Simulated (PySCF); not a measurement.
C₃H₉NSi.
SMILES with atom numbers: `[CH3:1][N:2]1[CH2:3][SiH2:4][CH2:5]1` (hydrogens: H6, H7, H8 on C1; H9, H10 on C3; H11, H12 on Si4; H13, H14 on C5)

Computed by this run: PBE0-D3(BJ)/def2-SVP geometry optimisation, gas phase in PySCF; density fitting, grid level 1; the optimiser is geomeTRIC in internal coordinates, started from a GFN2-xTB structure with every atom displaced at random (about 0.01 Å).

Geometry at step 2:
```
atom  x, y, z in Å
C1     -1.6746    0.4592   -0.0686
N2     -0.3174    0.2026   -0.4569
C3      0.2002   -1.1521   -0.2668
Si4     1.9280   -0.3624   -0.2209
C5      0.7211    1.0672    0.1056
H6     -2.3607   -0.2042   -0.6191
H7     -1.8496    0.3042    1.0215
H8     -1.9454    1.4991   -0.3106
H9     -0.0759   -1.6053    0.7124
H10    -0.0869   -1.8549   -1.0670
H11     2.7023   -0.3352   -1.4958
H12     2.8456   -0.7634    0.8901
H13     0.6004    1.2552    1.1972
H14     0.8165    2.0413   -0.4022
```

**Question.** Give the atomic forces at this geometry.

**Answer.** 
```
atom  Fx (eV/Å)  Fy (eV/Å)  Fz (eV/Å)
  C1      0.004     -0.004     -0.002
  N2     -0.035      0.042      0.039
  C3      0.046     -0.039     -0.123
 Si4      0.035     -0.048      0.161
  C5      0.026      0.020     -0.047
  H6      0.005     -0.002      0.000
  H7      0.000      0.005     -0.009
  H8     -0.008     -0.003      0.000
  H9     -0.009      0.013      0.013
 H10     -0.006      0.001      0.029
 H11     -0.066      0.026     -0.040
 H12      0.014      0.003     -0.023
 H13     -0.012      0.000      0.004
 H14      0.007     -0.013     -0.003
```

The largest, 0.17 eV/Å, acts on Si4; the rms over all components is 0.039 eV/Å. The forces sum to zero within rounding, as they must for an isolated molecule in no field.

**Question.** Give the force on Si4 in Eh/bohr and in nN.

**Answer.** 0.172 eV/Å ÷ 51.422 = 0.00334 Eh/bohr, and 0.172 eV/Å × 1.602 = 0.28 nN.

**Question.** How far is this geometry from the end of the optimisation?

**Answer.** 0.004 eV above it, and 0.032 Å rms away after alignment. The bonds farthest from their final lengths, with half the difference of the two atoms' forces along the bond (positive lengthens):

```csv
bond,now (Å),final (Å),force along bond (eV/Å)
Si4–H12,1.496,1.494,-0.08
```

The angle farthest from its final value is C5–Si4–H11, 117.6° against 115.1°.

The cost below is that of the whole optimisation. Time: 17 s of wall time; peak memory 0.49 GiB. Hardware: one thread, AMD EPYC 9R45 (x86_64), shared host with 96 logical CPUs at a one-minute load of 19.
